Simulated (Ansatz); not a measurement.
`C#[C][GeH2][OH]`, 8 atoms. Total charge 0; spin multiplicity 1. Correlated methods include outer-core shells of Ge, which these sets cover unevenly. Scalar relativity is left out up to krypton. All runs use 2 threads of an Arm Neoverse V1 on a shared host. Correlated methods freeze the cores.

(1) Give the basis size and wall time and peak host memory of each of these runs in Ansatz. RKS LC-ωPBE/def2-TZVPP energy; RKS PBE0-D4/def2-SVP energy; RKS ωB97M-V/def2-TZVPP energy and forces; direct RPA on PBE orbitals/def2-TZVPP energy; RKS CAM-B3LYP-D4/def2-TZVPP energy; RKS PBE0-D4/def2-TZVP frequencies; RHF-CCSD(T)/def2-SVP energy; RKS PBE0-D4/def2-QZVPP energy; RHF-MP2/def2-QZVPP energy; RKS ωB97M-V/def2-QZVPP energy; RHF-CCSD(T)/def2-TZVPP energy; RKS PBE-D4/def2-TZVPP energy and forces. (An estimate is asked.)

Results:

(1) The calculation gave: Other jobs shared the machine, so times are rough.

| level | job | functions | wall time | peak host memory (GiB) |
| --- | --- | --- | --- | --- |
| RKS PBE0-D4/def2-SVP | energy | 94 | 1.7 s | 0.18 |
| RKS PBE-D4/def2-TZVPP | energy and forces | 197 | 3 s | 0.21 |
| RKS LC-ωPBE/def2-TZVPP | energy | 197 | 3.2 s | 0.28 |
| RKS CAM-B3LYP-D4/def2-TZVPP | energy | 197 | 4.1 s | 0.45 |
| direct RPA on PBE orbitals/def2-TZVPP | energy | 197 | 6 s | 0.39 |
| RHF-CCSD(T)/def2-SVP | energy | 94 | 7 s | 0.35 |
| RKS PBE0-D4/def2-QZVPP | energy | 380 | 10 s | 1.1 |
| RKS ωB97M-V/def2-TZVPP | energy and forces | 197 | 14 s | 0.56 |
| RKS ωB97M-V/def2-QZVPP | energy | 380 | 25 s | 1.2 |
| RHF-MP2/def2-QZVPP | energy | 380 | 28 s | 1.6 |
| RHF-CCSD(T)/def2-TZVPP | energy | 197 | 2.1 min | 2.4 |
| RKS PBE0-D4/def2-TZVP | frequencies | 165 | 2.4 min | 0.36 |

LC-ωPBE has ω = 0.4 bohr⁻¹.
